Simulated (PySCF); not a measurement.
Si(H)(F)(Cl)(Me) (CH4ClFSi), SMILES F[SiH](C)Cl. Atoms are numbered in the order given.

```xyz
8

Si     0.0388    -0.4423     0.3474
C      1.8741    -0.4112     0.1090
F     -0.6240    -1.4880    -0.7029
Cl    -0.7378     1.4174    -0.0631
H     -0.3953    -0.8401     1.7053
H      2.3084    -1.4076     0.2881
H      2.3390     0.3038     0.8060
H      2.1193    -0.1009    -0.9186
```

Coordinates come from a ωB97X-D3(BJ)/def2-SVP optimisation.

The numbers are results of PySCF with TDA-B3LYP/def2-SVPD, not measurements.

Vertical excitations. Gas-phase values at a fixed geometry.

Computed lowest excited states:
```tsv
state	energy (eV)	λ (nm)	f	main pairs
S1	7.94	156	0.008	HOMO→LUMO 59 %, HOMO→LUMO+1 32 %
S2	8.02	155	0.023	HOMO→LUMO+2 62 %, HOMO→LUMO+1 33 %
S3	8.26	150	0.067	HOMO→LUMO 36 %, HOMO→LUMO+1 32 %, HOMO→LUMO+2 27 %
S4	8.50	146	0.058	HOMO−1→LUMO+1 70 %, HOMO−1→LUMO+2 24 %
S5	8.66	143	0.030	HOMO−1→LUMO 81 %
S6	8.78	141	0.009	HOMO−1→LUMO+2 60 %, HOMO−1→LUMO+1 24 %, HOMO−1→LUMO 11 %
S7	8.94	139	0.076	HOMO→LUMO+3 92 %
S8	9.12	136	0.006	HOMO−2→LUMO 54 %, HOMO−2→LUMO+1 30 %, HOMO−2→LUMO+2 10 %
S9	9.31	133	0.007	HOMO−2→LUMO+1 52 %, HOMO−2→LUMO+2 31 %, HOMO−2→LUMO 11 %
S10	9.39	132	0.016	HOMO−1→LUMO+3 90 %
T1	7.55	164	0	HOMO→LUMO+1 68 %, HOMO→LUMO 21 %
T2	7.72	161	0	HOMO→LUMO+2 68 %, HOMO→LUMO 26 %
T3	7.99	155	0	HOMO−1→LUMO+1 60 %, HOMO−1→LUMO+2 14 %
T4	8.03	154	0	HOMO→LUMO 41 %, HOMO→LUMO+1 21 %, HOMO→LUMO+2 17 %, HOMO−1→LUMO+1 12 %
```
Triplets are in the Tamm–Dancoff approximation.
